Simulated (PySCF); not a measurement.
CH₄Si, charge -1, doublet, at a GFN2-xTB geometry (a state made from the parent by changing its charge; the spin is typed, not shown lowest) (in this run its highest filled SCF level lies above zero, so its values depend strongly on the basis, on diffuse functions most of all); M06L/6-31G* run with PySCF.

The PySCF input:
```python
from pyscf import gto, scf, dft

mol = gto.Mole()
mol.atom = '''
    C    -1.16054452   -0.04220617    0.36180095
    Si    0.55785126    0.01846367   -0.21322761
    H    -1.78689558    0.80547116    0.04122007
    H    -1.69639970   -0.97487258    0.12381524
    H     1.37811625   -1.09426282    0.37924634
    H     1.25852856    1.25840994    0.27009922
'''
mol.basis = '6-31g*'
mol.charge = -1
mol.spin = 1
mol.verbose = 4
mol.build()

mf = dft.UKS(mol)
mf.xc = 'm06l'
mf.grids.atom_grid = (30, 110)
mf.kernel()
mf.analyze()
```

**Question.** Write the output that PySCF gives for this input, abridged.

**Answer.** 
```
PySCF version 2.14.0

[INPUT] verbose = 4
[INPUT] num. atoms = 6
[INPUT] num. electrons = 25
[INPUT] charge = -1
[INPUT] spin (= nelec alpha-beta = 2S) = 1
[INPUT] symmetry False subgroup None
[INPUT] Mole.unit = angstrom
[INPUT] Symbol           X                Y                Z      unit          X                Y                Z       unit  Magmom
[INPUT]  1 C     -1.160544520000  -0.042206170000   0.361800950000 AA   -2.193111298165  -0.079758102067   0.683704707107 Bohr   0.0
[INPUT]  2 Si     0.557851260000   0.018463670000  -0.213227610000 AA    1.054186099644   0.034891279554  -0.402941785096 Bohr   0.0
[INPUT]  3 H     -1.786895580000   0.805471160000   0.041220070000 AA   -3.376743259396   1.522119893636   0.077894643135 Bohr   0.0
[INPUT]  4 H     -1.696399700000  -0.974872580000   0.123815240000 AA   -3.205730830794  -1.842242182548   0.233976893647 Bohr   0.0
[INPUT]  5 H      1.378116250000  -1.094262820000   0.379246340000 AA    2.604262280313  -2.067857038094   0.716671716344 Bohr   0.0
[INPUT]  6 H      1.258528560000   1.258409940000   0.270099220000 AA    2.378274298343   2.378050139030   0.510413552259 Bohr   0.0

nuclear repulsion = 49.5520799719003
number of shells = 22
number of NR pGTOs = 94
number of NR cGTOs = 40
basis = 6-31g*
ecp = {}

******** <class 'pyscf.dft.uks.UKS'> ********
method = UKS
initial guess = minao
damping factor = 0
level_shift factor = 0
DIIS = <class 'pyscf.scf.diis.CDIIS'>
diis_start_cycle = 1
diis_space = 8
diis_damp = 0
SCF conv_tol = 1e-09
SCF conv_tol_grad = None
SCF max_cycles = 50
direct_scf = True
direct_scf_tol = 1e-13
number electrons alpha = 13  beta = 12
XC library pyscf.dft.libxc version 7.1.2
    S. Lehtola, C. Steigemann, M. J. T. Oliveira, and M. A. L. Marques,  SoftwareX 7, 1–5 (2018)
XC functionals = m06l
    Y. Zhao and D. G. Truhlar,  J. Chem. Phys. 125, 194101 (2006)
    Y. Zhao and D. G. Truhlar,  J. Chem. Phys. 125, 194101 (2006)
    Y. Zhao and D. G. Truhlar,  Theor. Chem. Acc. 120, 215 (2008)
radial grids:
    Treutler-Ahlrichs [JCP 102, 346 (1995); DOI:10.1063/1.469408] (M4) radial grids

becke partition: Becke, JCP 88, 2547 (1988); DOI:10.1063/1.454033
pruning grids: <function nwchem_prune>
grids dens level: 3
symmetrized grids: False
atomic radii adjust function: <function treutler_atomic_radii_adjust>
User specified grid scheme (30, 110)
small_rho_cutoff = 0
Set gradient conv threshold to 3.16228e-05
tot grids = 14800
init E= -329.708602179711

cycle= 1 E= -329.765089042691  delta_E= -0.0565  |g|= 0.432  |ddm|= 1.55
cycle= 2 E= -329.356112917276  delta_E= 0.409  |g|= 0.819  |ddm|= 2.54
cycle= 3 E= -329.879600580086  delta_E= -0.523  |g|= 0.0888  |ddm|= 2.28
cycle= 4 E= -329.885430759054  delta_E= -0.00583  |g|= 0.06  |ddm|= 0.289
cycle= 5 E= -329.888396713783  delta_E= -0.00297  |g|= 0.0119  |ddm|= 0.102
cycle= 6 E= -329.888515524107  delta_E= -0.000119  |g|= 0.00455  |ddm|= 0.0275
cycle= 7 E= -329.888532639012  delta_E= -1.71e-05  |g|= 0.0012  |ddm|= 0.0102
cycle= 8 E= -329.888533943244  delta_E= -1.3e-06  |g|= 0.000348  |ddm|= 0.00293
cycle= 9 E= -329.888534055381  delta_E= -1.12e-07  |g|= 5.14e-05  |ddm|= 0.00109
cycle= 10 E= -329.888534058822  delta_E= -3.44e-09  |g|= 1.91e-05  |ddm|= 0.00014
cycle= 11 E= -329.888534059157  delta_E= -3.35e-10  |g|= 4.23e-06  |ddm|= 6e-05
Extra cycle  E= -329.888534059159  delta_E= -2.05e-12  |g|= 4.86e-06  |ddm|= 1.41e-05
converged SCF energy = -329.888534059159  <S^2> = 0.75611496  2S+1 = 2.0061056
**** SCF Summaries ****
Total Energy =                        -329.888534059159497
Nuclear Repulsion Energy =              49.552079971900291
One-electron Energy =                 -558.951731033331839
Two-electron Energy =                  179.511117002272073
Two-electron Coulomb Energy =          207.520533742284215
DFT Exchange-Correlation Energy =      -28.009416740012135
**** MO energy ****
                             alpha | beta                alpha | beta
MO #1   energy= -65.5403592581147  | -65.5392858784357  occ= 1 | 1
MO #2   energy= -9.81232059809453  | -9.80410208018964  occ= 1 | 1
MO #3   energy= -4.9833067501815   | -4.98223110835182  occ= 1 | 1
MO #4   energy= -3.29512680070416  | -3.29451230347767  occ= 1 | 1
MO #5   energy= -3.29416287428314  | -3.29271818536433  occ= 1 | 1
MO #6   energy= -3.29323075232414  | -3.2909317484649   occ= 1 | 1
MO #7   energy= -0.408122093343024 | -0.384035939332831 occ= 1 | 1
MO #8   energy= -0.236688035011908 | -0.225868411667016 occ= 1 | 1
MO #9   energy= -0.150411061859658 | -0.142193024623615 occ= 1 | 1
MO #10  energy= -0.0833860626837635 | -0.0771698327510792 occ= 1 | 1
MO #11  energy= -0.0719368540385852 | -0.063117916535302 occ= 1 | 1
MO #12  energy= 0.00388754002465319 | 0.040448329681829  occ= 1 | 1
MO #13  energy= 0.103115154445805  | 0.155192783984124  occ= 1 | 0
MO #14  energy= 0.253446943245499  | 0.259511301809932  occ= 0 | 0
MO #15  energy= 0.275757204635225  | 0.281478107107904  occ= 0 | 0
MO #16  energy= 0.330572846935432  | 0.339077960359213  occ= 0 | 0
MO #17  energy= 0.34053910722847   | 0.341523591213641  occ= 0 | 0
MO #18  energy= 0.35584898280161   | 0.362615087768315  occ= 0 | 0
MO #19  energy= 0.405943504066363  | 0.406868037311277  occ= 0 | 0
MO #20  energy= 0.469726613023713  | 0.472637985672185  occ= 0 | 0
MO #21  energy= 0.477344134551913  | 0.488338909106189  occ= 0 | 0

To work with the spin densities directly, `use mulliken_meta_spin()` only printing them here.

 ** Mulliken spin pop alpha/beta on meta-lowdin orthogonal AOs **
 ** Mulliken Spin Density (per AO)  **
spin_pop of  0 C 1s       -0.00000
spin_pop of  0 C 2s        0.04545
spin_pop of  0 C 3s        0.00159
spin_pop of  0 C 2px       0.02308
spin_pop of  0 C 2py       0.02064
spin_pop of  0 C 2pz       0.52151
spin_pop of  0 C 3px       0.00002
spin_pop of  0 C 3py       0.00005
spin_pop of  0 C 3pz       0.01201
spin_pop of  0 C 3dxy      0.00016
spin_pop of  0 C 3dyz     -0.00010
spin_pop of  0 C 3dz^2    -0.00055
spin_pop of  0 C 3dxz     -0.00017
spin_pop of  0 C 3dx2-y2    0.00007
spin_pop of  1 Si 1s        0.00000
spin_pop of  1 Si 2s        0.00001
spin_pop of  1 Si 3s        0.07879
spin_pop of  1 Si 4s        0.01265
spin_pop of  1 Si 2px       0.00000
spin_pop of  1 Si 2py       0.00000
spin_pop of  1 Si 2pz       0.00001
spin_pop of  1 Si 3px       0.01103
spin_pop of  1 Si 3py       0.00205
spin_pop of  1 Si 3pz       0.26872
spin_pop of  1 Si 4px       0.00043
spin_pop of  1 Si 4py       0.00033
spin_pop of  1 Si 4pz       0.00150
spin_pop of  1 Si 3dxy      0.00030
spin_pop of  1 Si 3dyz     -0.00040
spin_pop of  1 Si 3dz^2     0.00185
spin_pop of  1 Si 3dxz      0.00210
spin_pop of  1 Si 3dx2-y2   -0.00012
spin_pop of  2 H 1s       -0.02167
spin_pop of  2 H 2s        0.00039
spin_pop of  3 H 1s       -0.02088
spin_pop of  3 H 2s        0.00037
spin_pop of  4 H 1s        0.01775
spin_pop of  4 H 2s        0.00067
spin_pop of  5 H 1s        0.01970
spin_pop of  5 H 2s        0.00068
 ** Mulliken Spin Density (per atom)  **
spin density of  0 C =      0.62376
spin density of  1 Si =      0.37924
spin density of  2 H =     -0.02128
spin density of  3 H =     -0.02052
spin density of  4 H =      0.01842
spin density of  5 H =      0.02037
 ** Mulliken pop alpha/beta on meta-lowdin orthogonal AOs **
 ** Mulliken pop       alpha | beta **
pop of  0 C 1s        0.99996 | 0.99996
pop of  0 C 2s        0.61466 | 0.56920
pop of  0 C 3s        0.00246 | 0.00087
pop of  0 C 2px       0.58410 | 0.56102
pop of  0 C 2py       0.53007 | 0.50943
pop of  0 C 2pz       0.89754 | 0.37603
pop of  0 C 3px       0.00081 | 0.00079
pop of  0 C 3py       0.00142 | 0.00137
pop of  0 C 3pz       0.01536 | 0.00334
pop of  0 C 3dxy      0.00039 | 0.00023
pop of  0 C 3dyz      0.00039 | 0.00050
pop of  0 C 3dz^2     0.00043 | 0.00098
pop of  0 C 3dxz      0.00032 | 0.00048
pop of  0 C 3dx2-y2    0.00025 | 0.00018
pop of  1 Si 1s        1.00000 | 1.00000
pop of  1 Si 2s        0.99997 | 0.99996
pop of  1 Si 3s        0.65932 | 0.58053
pop of  1 Si 4s        0.01425 | 0.00160
pop of  1 Si 2px       0.99996 | 0.99996
pop of  1 Si 2py       0.99996 | 0.99996
pop of  1 Si 2pz       0.99997 | 0.99997
pop of  1 Si 3px       0.37436 | 0.36333
pop of  1 Si 3py       0.38708 | 0.38503
pop of  1 Si 3pz       0.78287 | 0.51415
pop of  1 Si 4px       0.00409 | 0.00365
pop of  1 Si 4py       0.00310 | 0.00277
pop of  1 Si 4pz       0.00936 | 0.00786
pop of  1 Si 3dxy      0.00456 | 0.00427
pop of  1 Si 3dyz      0.00168 | 0.00208
pop of  1 Si 3dz^2     0.00292 | 0.00107
pop of  1 Si 3dxz      0.00553 | 0.00342
pop of  1 Si 3dx2-y2    0.00204 | 0.00216
pop of  2 H 1s        0.45951 | 0.48118
pop of  2 H 2s        0.00268 | 0.00229
pop of  3 H 1s        0.45942 | 0.48030
pop of  3 H 2s        0.00269 | 0.00232
pop of  4 H 1s        0.58629 | 0.56854
pop of  4 H 2s        0.00126 | 0.00059
pop of  5 H 1s        0.58772 | 0.56803
pop of  5 H 2s        0.00126 | 0.00058
In total            13.00000 | 12.00000
 ** Mulliken atomic charges   ( Nelec_alpha | Nelec_beta ) **
charge of  0C =     -0.67256  (     3.64816      3.02440 )
charge of  1Si =     -0.12279  (     7.25102      6.87177 )
charge of  2H =      0.05434  (     0.46219      0.48347 )
charge of  3H =      0.05527  (     0.46210      0.48262 )
charge of  4H =     -0.15668  (     0.58755      0.56913 )
charge of  5H =     -0.15759  (     0.58898      0.56861 )

WARN: System has nonzero charge -1; the dipole moment is origin-dependent.
Location of origin: [0. 0. 0.]

Dipole moment(X, Y, Z, Debye): -0.76673, -0.04658,  0.14324
```
